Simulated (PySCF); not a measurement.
A series of related molecules.

All values: CAM-B3LYP/def2-SVPD (PySCF) at PBE0-D3(BJ)/def2-SVP geometries, gas phase, one conformer each. Core orbitals are frozen in the response; Δα² is half the sum of the squared differences of the principal polarisabilities.

(1) Rank by HOMO energy, highest first.
A. `C[CH2][Al]([Cl])[CH2]C` (AlEt2Cl)
B. `[H][Al]([CH2]C)[CH2]C` (AlEt2H)
C. `C[CH2][Al]([NH2])[CH2]C` (AlEt2(NH2))

(2) Rank by dipole moment, highest first.
A. AlEt2F, `C[CH2][Al]([F])[CH2]C`
B. AlEt2Me, `C[CH2][Al]([CH3])[CH2]C`
C. AlEt2(NH2), `C[CH2][Al]([NH2])[CH2]C`
D. AlEt2Cl, `C[CH2][Al]([Cl])[CH2]C`
E. AlEt2H, `[H][Al]([CH2]C)[CH2]C`

Answers

(1) C (-8.35 eV), B (-8.48 eV), A (-8.74 eV).

(2) D (2.29 D), A (2.09 D), E (0.63 D), C (0.34 D), B (0.05 D).

All values together:

| SMILES | formula | μ (D) | HOMO (eV) | LUMO (eV) | α (Å³) | Δα (Å³) | electrons | α per electron (Å³) | ΔSCF removal energy (eV) |
| --- | --- | --- | --- | --- | --- | --- | --- | --- | --- |
| C[CH2][Al]([CH3])[CH2]C | C5H13Al | 0.05 | -8.28 | 0.31 | 13.09 | 2.64 | 56 | 0.234 | – |
| C[CH2][Al]([NH2])[CH2]C | C4H12AlN | 0.34 | -8.35 | 0.42 | 12.45 | 3.66 | 56 | 0.222 | – |
| [H][Al]([CH2]C)[CH2]C | C4H11Al | 0.63 | -8.48 | 0.06 | 11.55 | 3.40 | 48 | 0.241 | 9.22 |
| C[CH2][Al]([Cl])[CH2]C | C4H10AlCl | 2.29 | -8.74 | 0.22 | 13.05 | 3.94 | 64 | 0.204 | – |
| C[CH2][Al]([F])[CH2]C | C4H10AlF | 2.09 | -8.68 | 0.25 | 10.95 | 3.80 | 56 | 0.196 | – |

Conformers: `C[CH2][Al]([CH3])[CH2]C`; `C[CH2][Al]([NH2])[CH2]C`; `[H][Al]([CH2]C)[CH2]C`; `C[CH2][Al]([Cl])[CH2]C`; `C[CH2][Al]([F])[CH2]C`.

A dash marks a removal energy that wasn't run or isn't settled.
